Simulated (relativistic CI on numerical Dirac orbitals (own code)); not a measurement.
Method of calculation: Dirac-Coulomb-Breit CI, orbitals from a KLI potential per configuration, model QED (radiative potential, 1s self-energy scaled to tabulated hydrogen-like ionisation energies), valence Slater integrals scaled by 0.85, P86 correlation estimate, and configurations built on the next ion tied to the tabulated ionisation energy (semi-empirical) (own radial code, finite nucleus).

Configurations in the expansion (outside the closed core [Ne]): 3s2 3p6 3d9, 3s2 3p6 3d8 4s, 3s2 3p6 3d8 4p, 3s2 3p6 3d8 4d, 3s2 3p6 3d8 5s, 3s2 3p6 3d8 4f, 3s2 3p5 3d10, 3s2 3p6 3d8 5p, 3s2 3p6 3d7 4s2, 3s2 3p6 3d8 5d, 3s2 3p6 3d7 4s 4p, 3s2 3p6 3d8 5f, 3s2 3p6 3d8 5g, 3s2 3p6 3d7 4p2, 3s 3p6 3d10, 3s2 3p6 3d7 4s 4d. Levels of other configurations are missing.

Configurations that consist of the next ion and one excited electron were tied to the tabulated ionisation energy; Rydberg ones are usually within 1,000 to 3,000 cm⁻¹ and the lowest ones within about 6,000 (9,000 in d shells), while levels on excited terms of the next ion carry the error of that term, and the other configurations can be misplaced by 10,000 cm⁻¹ or more. Rates follow the energies as ν³ (E1, M1) or ν⁵ (E2), so rates, branching and lifetimes can be off by large factors. 55 of the 59 excited levels that our extract of the measured tables holds in this range could be paired (the sources list more); they are missed by 5025 cm⁻¹ on average and 6201 at most, and levels without a partner can miss by more.

Outline of the computed level scheme of Ga V. Lowest level of each configuration: 3s2 3p6 3d9 2D_5/2 at 0.0000 eV; 3s2 3p6 3d8 4s 4F_9/2 at 26.7750 eV; 3s2 3p6 3d8 4p 4D°_7/2 at 37.5309 eV.

Some strong electric-dipole decays among the lowest 45 levels: 3s2 3p6 3d8 4p 2D°_5/2 → 3s2 3p6 3d9 2D_5/2 (5.6e+09 s⁻¹); 3s2 3p6 3d8 4p 2D°_5/2 → 3s2 3p6 3d9 2D_5/2 (5.5e+09 s⁻¹); 3s2 3p6 3d8 4p 2D°_3/2 → 3s2 3p6 3d9 2D_3/2 (5.4e+09 s⁻¹); 3s2 3p6 3d8 4p 2D°_3/2 → 3s2 3p6 3d9 2D_3/2 (4.7e+09 s⁻¹); 3s2 3p6 3d8 4p 2F°_5/2 → 3s2 3p6 3d9 2D_5/2 (3.2e+09 s⁻¹); 3s2 3p6 3d8 4p 4G°_11/2 → 3s2 3p6 3d8 4s 4F_9/2 (1.7e+09 s⁻¹); 3s2 3p6 3d8 4p 2F°_7/2 → 3s2 3p6 3d9 2D_5/2 (1.6e+09 s⁻¹); 3s2 3p6 3d8 4p 4D°_1/2 → 3s2 3p6 3d8 4s 4F_3/2 (1.5e+09 s⁻¹).

LS names give the leading component of a level, which can be under half, so a name can repeat, a term be missing and a line seem to break the LS rules.
